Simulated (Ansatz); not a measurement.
Start from `C#CN[SiH3]` and change one atom or group to get `C#C[NH][SnH3]`.

Ansatz, PBE0-D4/def2-TZVP geometries, multiplicity 1. 

Elements past krypton have def2 core potentials.

```tsv
property	`C#CN[SiH3]`
HOMO energy (PBE/def2-TZVPP) / eV	-5.35
HOMO–LUMO gap (ωB97M-V/def2-TZVPP) / eV	10.41
HOMO–LUMO gap (B3LYP/def2-TZVPP) / eV	6.11
HOMO–LUMO gap (PBE0/def2-TZVPP) / eV	6.58
LUMO energy (B3LYP/def2-TZVPP) / eV	-0.20
size of the dipole moment (PBE/def2-TZVPP) / D	1.42
```

(1) What does the change do to each property? (An estimate is asked.)

## Answers

(1) The calculation gave: 
| property | `C#C[NH][SnH3]` | shift |
| --- | --- | --- |
| HOMO energy (PBE/def2-TZVPP) / eV | -4.94 | 0.41 |
| HOMO–LUMO gap (ωB97M-V/def2-TZVPP) / eV | 9.22 | -1.19 |
| HOMO–LUMO gap (B3LYP/def2-TZVPP) / eV | 5.11 | -1.00 |
| HOMO–LUMO gap (PBE0/def2-TZVPP) / eV | 5.58 | -1.00 |
| LUMO energy (B3LYP/def2-TZVPP) / eV | -0.79 | -0.59 |
| size of the dipole moment (PBE/def2-TZVPP) / D | 2.28 | 0.86 |

With PBE0 the HOMO rises by 0.43 eV and the LUMO falls by 0.59 eV, so the gap narrows by about 1.02 eV. PBE moves the HOMO by 0.41 eV and ωB97M-V by 0.44 eV. Dipoles are sizes alone; their direction can turn.

B3LYP here is the variant with VWN-RPA as its local correlation; programs differ in this.
